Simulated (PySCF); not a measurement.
W⁷²⁺ (tungsten, charge +72): Hartree-Fock from Schrödinger to Dirac-Coulomb-Breit

Occupied: 1s1/2. Hartree-Fock calculated with PySCF 2.14 in an uncontracted even-tempered set (18 s from 20 bohr⁻², ratio 2.3; 15 p from 23 bohr⁻², ratio 2.3), Gaussian nucleus throughout. NR is non-relativistic, sf-X2C the spin-free one-electron X2C Hamiltonian, X2C adds the bare one-electron spin-orbit term, X2C-SNSO screens it by Boettger's factors, DC is four-component Dirac-Coulomb, and the Gaunt and Breit terms are added at first order (total energies over the DC spinors, levels after relaxing the spinors in that mean field). QED terms are absent. Levels marked empty are virtual spinors of this ion.

| Hamiltonian | E (hartree) | E − E(DC) (hartree) | CPU seconds |
| --- | --- | --- | --- |
| NR | -5429.4634 | 462.9813 | 0.55 |
| sf-X2C | -5889.4608 | 2.9838 | 0.33 |
| X2C | -5889.4608 | 2.9838 | 0.33 |
| X2C-SNSO | -5889.4608 | 2.9838 | 0.33 |
| DC | -5892.4446 | 0.0000 | 6 |
| DC+Gaunt | -5886.5688 | 5.8758 | 9.8 |
| DC+Breit | -5886.5688 | 5.8758 | 93 |

| level (eV) | NR | sf-X2C | X2C | X2C-SNSO | DC | DC+Gaunt | DC+Breit |
| --- | --- | --- | --- | --- | --- | --- | --- |
| 1s1/2 | -73245.4 | -79381.8 | -79381.8 | -79381.8 | -79462.4 | -79303.6 | -79303.6 |
| 2s1/2 (empty) | -17831.1 | -19713.2 | -19713.2 | -19713.2 | -19722.4 | -19704.3 | -19706.5 |
| 2p1/2 (empty) | -17692.4 | -18433.1 | -19547.7 | -19529.8 | -19525.9 | -19488.0 | -19493.2 |
| 2p3/2 (empty) | -17692.4 | -18433.1 | -17992.0 | -17997.6 | -18003.6 | -17985.5 | -17990.8 |
| 3s1/2 (empty) | -7890.6 | -8544.3 | -8544.3 | -8544.3 | -8547.0 | -8541.9 | -8542.5 |

```
interval (eV)   X2C  X2C-SNSO    DC  DC+Gaunt  DC+Breit
2p3/2 − 2p1/2  1556      1532  1522      1502      1502
```

Weight of the small component: 1s1/2 0.0784, 2s1/2 0.0194, 2p1/2 0.0193, 2p3/2 0.0177, 3s1/2 0.00839.

Koopmans' value for the highest occupied level at DC+Breit: 79303.6 eV, against an ionisation energy of 79181.94 ± 0.19 eV (theoretical estimate listed by NIST; NIST Atomic Spectra Database, ionization energies); the former lacks relaxation, correlation, QED and recoil.

The whole ladder took 110 s of wall time on 1 thread of Neoverse-N1 (shared host), launched as `OMP_NUM_THREADS=1 python relrun2.py TASK.json OUT` (a driver that calls PySCF for each Hamiltonian).
